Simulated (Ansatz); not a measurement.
Cl3H3O2Si2, SMILES `O[Si](O)(Cl)[SiH](Cl)Cl`. The species carries charge 0 and has multiplicity 1. The structure was optimised at the PBE0-D4/def2-TZVP level. It is one conformer, not always the lowest.

```xyz
10

O     0.565    0.625   -1.844
Si    0.639   -0.076   -0.382
O     1.799    0.663    0.498
Cl    1.094   -2.079   -0.502
Si   -1.479    0.107    0.583
Cl   -2.813   -1.092   -0.397
Cl   -1.275   -0.531    2.526
H     1.365    0.706   -2.368
H     2.146    0.201    1.263
H    -2.040    1.475    0.623
```

Problem. What is the dipole moment at B3LYP/def2-TZVPP? (Estimate.)

Solution. Computed: 2.16 D, with components (1.93, 0.95, -0.18) D in this frame, pointing from negative to positive charge.

Problem. And with PBE, r2SCAN, ωB97M-V? (Best estimate.)

Solution. Computed: PBE 2.14 D, r2SCAN 2.21 D, ωB97M-V 2.18 D.

Problem. Give the Mulliken charges with B3LYP, ωB97M-V, PBE in def2-TZVPP. (Best estimate.)

Solution. The calculation gave: 
| atom | B3LYP | ωB97M-V | PBE |
| --- | --- | --- | --- |
| O1 | -0.38 | -0.36 | -0.33 |
| Si2 | 0.65 | 0.59 | 0.54 |
| O3 | -0.36 | -0.35 | -0.32 |
| Cl4 | -0.24 | -0.20 | -0.21 |
| Si5 | 0.44 | 0.34 | 0.37 |
| Cl6 | -0.22 | -0.18 | -0.19 |
| Cl7 | -0.24 | -0.20 | -0.20 |
| H8 | 0.19 | 0.19 | 0.20 |
| H9 | 0.20 | 0.19 | 0.20 |
| H10 | -0.05 | -0.01 | -0.05 |

B3LYP here is the variant with VWN-RPA as its local correlation; programs differ in this.
